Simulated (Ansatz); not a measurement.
Relaxation of Na8⁺ with UKS r2SCAN/def2-SVP.

```sh
$ ansatz run in.yaml --threads 4 --pin off --events-out ev --progress --plain --max-ram 4787MiB
```

```yaml
crystal:
  periodic: [false, false, false]
  atoms:
    - {symbol: Na, position_ang: [-1.999300, 2.781780, -1.507490]}
    - {symbol: Na, position_ang: [-0.002410, -3.598290, -0.918270]}
    - {symbol: Na, position_ang: [0.963410, -1.323490, -2.805360]}
    - {symbol: Na, position_ang: [-1.103030, 0.360080, 3.242780]}
    - {symbol: Na, position_ang: [2.077720, 0.291550, 3.307180]}
    - {symbol: Na, position_ang: [0.873350, 2.224120, -2.568850]}
    - {symbol: Na, position_ang: [-3.030620, 0.633320, 0.693810]}
    - {symbol: Na, position_ang: [2.220890, -1.369070, 0.556210]}
basis:
  gaussian: {orbitals: def2-SVP}
total_charge: 1
magnetization: {spin_polarized: true, initial_magnetization: 1}
hamiltonian: {xc: r2scan}
scf: {lower_state_search: "off"}
output: {orbitals: {seedname: orbitals}}
relax: {f_tol: 0.02, max_steps: 100}
```

It took 6.6 min on 4 threads of Arm Neoverse N1 on a shared host.

Positions (Å) and forces (eV/Å) at steps 1, 2, 3, 4, 5, 6, 7, 8, 9, 10, 11, 12, 13, 14, 15, 16, 17, 19, 22, 23 of 23:

```xyz
8
step=1 energy=-35306.1613 eV
Na   -1.999    2.782   -1.507   -0.170    0.135   -0.012
Na   -0.002   -3.598   -0.918   -0.139   -0.226    0.174
Na    0.963   -1.323   -2.805    0.018    0.173   -0.159
Na   -1.103    0.360    3.243   -0.030   -0.047    0.049
Na    2.078    0.292    3.307    0.243    0.124    0.194
Na    0.873    2.224   -2.569    0.272   -0.024   -0.005
Na   -3.031    0.633    0.694   -0.103   -0.160   -0.103
Na    2.221   -1.369    0.556   -0.090    0.025   -0.139
8
step=2 energy=-35306.3061 eV
Na   -1.986    2.775   -1.523   -0.148    0.109   -0.003
Na   -0.110   -3.588   -0.858   -0.115   -0.165    0.157
Na    0.872   -1.293   -2.804   -0.006    0.143   -0.127
Na   -1.034    0.283    3.172    0.005   -0.047    0.010
Na    2.186    0.369    3.378    0.213    0.110    0.175
Na    0.967    2.252   -2.511    0.235   -0.027    0.019
Na   -2.993    0.476    0.588   -0.058   -0.162   -0.118
Na    2.098   -1.274    0.559   -0.127    0.039   -0.114
8
step=3 energy=-35306.4388 eV
Na   -1.975    2.766   -1.535   -0.131    0.094    0.005
Na   -0.210   -3.568   -0.797   -0.092   -0.122    0.141
Na    0.784   -1.260   -2.797   -0.025    0.115   -0.103
Na   -0.955    0.212    3.091    0.023   -0.036   -0.005
Na    2.280    0.433    3.436    0.186    0.097    0.157
Na    1.045    2.270   -2.448    0.202   -0.030    0.039
Na   -2.939    0.327    0.479   -0.018   -0.160   -0.132
Na    1.971   -1.180    0.571   -0.144    0.042   -0.102
8
step=4 energy=-35306.5477 eV
Na   -1.963    2.754   -1.535   -0.116    0.087    0.010
Na   -0.297   -3.542   -0.740   -0.071   -0.095    0.126
Na    0.696   -1.230   -2.794   -0.045    0.092   -0.083
Na   -0.908    0.179    3.043    0.030   -0.017   -0.004
Na    2.343    0.484    3.465    0.154    0.083    0.133
Na    1.114    2.277   -2.371    0.170   -0.032    0.057
Na   -2.867    0.181    0.372    0.026   -0.158   -0.145
Na    1.884   -1.104    0.560   -0.149    0.039   -0.093
8
step=5 energy=-35306.6635 eV
Na   -1.970    2.774   -1.533   -0.083    0.081    0.013
Na   -0.361   -3.546   -0.686   -0.051   -0.072    0.102
Na    0.612   -1.209   -2.802   -0.071    0.064   -0.056
Na   -0.862    0.164    3.003    0.042    0.004    0.002
Na    2.413    0.529    3.505    0.110    0.064    0.096
Na    1.176    2.273   -2.289    0.116   -0.030    0.078
Na   -2.788    0.046    0.256    0.084   -0.153   -0.162
Na    1.782   -1.030    0.545   -0.147    0.041   -0.073
8
step=6 energy=-35306.7757 eV
Na   -1.989    2.816   -1.528   -0.041    0.069    0.011
Na   -0.403   -3.571   -0.638   -0.050   -0.054    0.081
Na    0.533   -1.194   -2.813   -0.098    0.046   -0.029
Na   -0.824    0.165    2.981    0.050    0.018    0.011
Na    2.474    0.565    3.543    0.070    0.048    0.054
Na    1.221    2.264   -2.210    0.063   -0.023    0.095
Na   -2.691   -0.074    0.137    0.144   -0.156   -0.178
Na    1.679   -0.972    0.528   -0.138    0.052   -0.045
8
step=7 energy=-35306.8803 eV
Na   -2.002    2.859   -1.520   -0.015    0.051    0.010
Na   -0.430   -3.603   -0.597   -0.059   -0.043    0.068
Na    0.449   -1.178   -2.817   -0.114    0.042   -0.013
Na   -0.794    0.180    2.974    0.038    0.023    0.011
Na    2.515    0.592    3.564    0.049    0.036    0.018
Na    1.247    2.254   -2.137    0.035   -0.019    0.105
Na   -2.573   -0.173    0.017    0.180   -0.156   -0.177
Na    1.588   -0.931    0.515   -0.114    0.067   -0.021
8
step=8 energy=-35306.9753 eV
Na   -2.004    2.885   -1.513   -0.006    0.026    0.013
Na   -0.468   -3.627   -0.559   -0.058   -0.032    0.059
Na    0.368   -1.157   -2.819   -0.112    0.040   -0.006
Na   -0.774    0.197    2.978    0.014    0.024    0.003
Na    2.542    0.614    3.567    0.041    0.030   -0.004
Na    1.264    2.245   -2.064    0.029   -0.018    0.108
Na   -2.447   -0.270   -0.095    0.181   -0.136   -0.156
Na    1.520   -0.887    0.507   -0.089    0.066   -0.016
8
step=9 energy=-35307.0573 eV
Na   -2.003    2.894   -1.502   -0.002    0.002    0.017
Na   -0.511   -3.646   -0.519   -0.045   -0.026    0.049
Na    0.284   -1.129   -2.821   -0.088    0.035   -0.014
Na   -0.771    0.217    2.976   -0.002    0.024   -0.005
Na    2.568    0.635    3.552    0.030    0.026   -0.021
Na    1.283    2.233   -1.979    0.027   -0.019    0.105
Na   -2.312   -0.363   -0.203    0.139   -0.094   -0.115
Na    1.463   -0.840    0.497   -0.059    0.052   -0.017
8
step=10 energy=-35307.1208 eV
Na   -1.998    2.877   -1.477    0.003   -0.016    0.018
Na   -0.556   -3.670   -0.466   -0.019   -0.021    0.032
Na    0.193   -1.093   -2.843   -0.037    0.020   -0.032
Na   -0.784    0.251    2.960   -0.010    0.025   -0.017
Na    2.593    0.668    3.505    0.014    0.023   -0.037
Na    1.317    2.210   -1.844    0.021   -0.017    0.096
Na   -2.175   -0.451   -0.310    0.052   -0.035   -0.046
Na    1.411   -0.792    0.475   -0.025    0.020   -0.014
8
step=11 energy=-35307.1585 eV
Na   -1.986    2.842   -1.434    0.009   -0.017    0.014
Na   -0.582   -3.697   -0.424   -0.002   -0.010    0.013
Na    0.146   -1.066   -2.896   -0.007    0.015   -0.021
Na   -0.802    0.310    2.913   -0.006    0.030   -0.028
Na    2.610    0.721    3.415    0.005    0.025   -0.048
Na    1.357    2.181   -1.654    0.008   -0.009    0.086
Na   -2.119   -0.504   -0.369    0.003   -0.011   -0.009
Na    1.376   -0.786    0.449   -0.009   -0.022   -0.006
8
step=12 energy=-35307.1929 eV
Na   -1.971    2.810   -1.400    0.005   -0.016    0.007
Na   -0.590   -3.721   -0.409    0.000   -0.013   -0.001
Na    0.134   -1.035   -2.924    0.000    0.022   -0.009
Na   -0.811    0.384    2.846   -0.002    0.040   -0.037
Na    2.621    0.785    3.304    0.004    0.028   -0.055
Na    1.378    2.159   -1.459    0.000   -0.009    0.090
Na   -2.116   -0.539   -0.393   -0.008   -0.007    0.000
Na    1.357   -0.843    0.437    0.000   -0.045    0.005
8
step=13 energy=-35307.2334 eV
Na   -1.963    2.783   -1.378    0.002   -0.016   -0.001
Na   -0.599   -3.750   -0.412    0.000   -0.018   -0.011
Na    0.128   -0.996   -2.935    0.005    0.031   -0.003
Na   -0.812    0.468    2.770    0.002    0.052   -0.048
Na    2.634    0.848    3.192    0.008    0.030   -0.059
Na    1.388    2.136   -1.265   -0.010   -0.013    0.101
Na   -2.121   -0.569   -0.410   -0.014   -0.004    0.007
Na    1.346   -0.920    0.438    0.007   -0.062    0.013
8
step=14 energy=-35307.2815 eV
Na   -1.961    2.757   -1.368   -0.003   -0.016   -0.008
Na   -0.609   -3.781   -0.427   -0.001   -0.021   -0.019
Na    0.127   -0.950   -2.936    0.009    0.038    0.004
Na   -0.807    0.559    2.689    0.004    0.065   -0.060
Na    2.652    0.907    3.085    0.015    0.029   -0.059
Na    1.383    2.109   -1.071   -0.020   -0.019    0.112
Na   -2.129   -0.594   -0.420   -0.017   -0.002    0.012
Na    1.342   -1.005    0.448    0.014   -0.073    0.019
8
step=15 energy=-35307.3383 eV
Na   -1.969    2.732   -1.378   -0.009   -0.016   -0.012
Na   -0.614   -3.815   -0.454   -0.005   -0.021   -0.030
Na    0.131   -0.894   -2.929    0.009    0.041    0.017
Na   -0.797    0.663    2.598    0.006    0.077   -0.070
Na    2.677    0.957    2.989    0.024    0.024   -0.053
Na    1.360    2.077   -0.880   -0.030   -0.030    0.116
Na   -2.142   -0.610   -0.418   -0.012   -0.007    0.012
Na    1.354   -1.110    0.472    0.016   -0.067    0.020
8
step=16 energy=-35307.3971 eV
Na   -1.982    2.702   -1.386   -0.015   -0.017   -0.011
Na   -0.627   -3.851   -0.496   -0.002   -0.020   -0.037
Na    0.138   -0.833   -2.904    0.016    0.040    0.015
Na   -0.781    0.789    2.493    0.002    0.082   -0.068
Na    2.719    0.997    2.905    0.027    0.013   -0.040
Na    1.321    2.037   -0.694   -0.029   -0.029    0.092
Na   -2.150   -0.637   -0.417   -0.020   -0.006    0.024
Na    1.361   -1.203    0.499    0.020   -0.062    0.025
8
step=17 energy=-35307.4487 eV
Na   -2.015    2.670   -1.404   -0.009   -0.018   -0.003
Na   -0.632   -3.887   -0.571    0.001   -0.009   -0.044
Na    0.160   -0.763   -2.868    0.010    0.030    0.026
Na   -0.772    0.948    2.378   -0.003    0.070   -0.041
Na    2.773    1.012    2.845    0.022    0.004   -0.022
Na    1.275    1.989   -0.542   -0.014   -0.018    0.041
Na   -2.173   -0.663   -0.385   -0.009   -0.017    0.021
Na    1.384   -1.305    0.547    0.002   -0.041    0.023
8
step=19 energy=-35307.5056 eV
Na   -2.038    2.543   -1.396    0.006   -0.012    0.001
Na   -0.600   -3.952   -0.876    0.018    0.013   -0.029
Na    0.178   -0.633   -2.749   -0.016    0.000    0.016
Na   -0.803    1.312    2.245   -0.001    0.021   -0.011
Na    2.848    1.021    2.760    0.003   -0.005    0.004
Na    1.319    1.926   -0.463    0.014    0.001   -0.012
Na   -2.207   -0.779   -0.232    0.000   -0.017    0.018
Na    1.303   -1.438    0.711   -0.024   -0.002    0.013
8
step=22 energy=-35307.5315 eV
Na   -1.943    2.405   -1.376   -0.012    0.007   -0.007
Na   -0.374   -3.936   -1.135   -0.004    0.003    0.003
Na   -0.062   -0.518   -2.541    0.010    0.002   -0.006
Na   -0.761    1.512    1.979    0.004   -0.006    0.003
Na    2.822    0.947    2.838   -0.007   -0.002   -0.008
Na    1.651    1.996   -0.552   -0.001   -0.009    0.005
Na   -2.440   -1.027   -0.008    0.000    0.001    0.004
Na    1.106   -1.379    0.794    0.009    0.003    0.005
8
step=23 energy=-35307.5323 eV
Na   -1.968    2.419   -1.387    0.001   -0.002    0.001
Na   -0.398   -3.928   -1.119   -0.001   -0.001    0.000
Na   -0.027   -0.523   -2.564   -0.002    0.000    0.000
Na   -0.762    1.500    2.004   -0.002    0.000    0.001
Na    2.825    0.952    2.823    0.000    0.001    0.000
Na    1.611    1.972   -0.539    0.003    0.003   -0.001
Na   -2.410   -0.999   -0.019    0.000    0.000   -0.001
Na    1.129   -1.393    0.801    0.002   -0.001    0.001
```

The relaxation made no stability test and no search for a lower SCF solution. Another isomer (doublet) lies 0.06 eV lower at PBE0/def2-TZVP; other spin states weren't run for this one.
